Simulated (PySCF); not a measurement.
Sn(H)(OH)(NH2)2 (H6N2OSn), SMILES [NH2][SnH]([NH2])[OH]. Coordinates come from a PBE0-D3(BJ)/def2-SVP optimisation. The structure was generated by enumeration; whether it is a known compound was not checked. The def2 effective core potentials stand for the cores of Sn; spin–orbit coupling is left out. One conformer was computed; it need not be the lowest.

Calculation: PBE0-D3(BJ)/def2-SVP (PySCF).

Harmonic wavenumbers (cm⁻¹): 116, 142, 155, 181, 206, 271, 515, 521, 553, 587, 621, 633, 642, 822, 847, 864, 1534, 1538, 1951, 3557, 3558, 3659, 3660, 3892. Rotational constants (GHz): 4.588, 4.101, 2.761; symmetry number 1.

**Question.** Work out the zero-point energy and the ideal-gas rigid-rotor harmonic-oscillator thermochemistry at 298.15 K and 1 atm.

**Answer.** ZPE = ½ Σ hcν = ½ × 31025 cm⁻¹ = 44.35 kcal/mol. H − E(el) = 49.87 kcal/mol. Entropy in cal/(mol K): translation 41.28, rotation 26.23, vibration 18.52, total 86.02. G − E(el) = 24.22 kcal/mol. Cp = 28.51 cal/(mol K). Modes under 150 cm⁻¹ make the vibrational entropy uncertain.
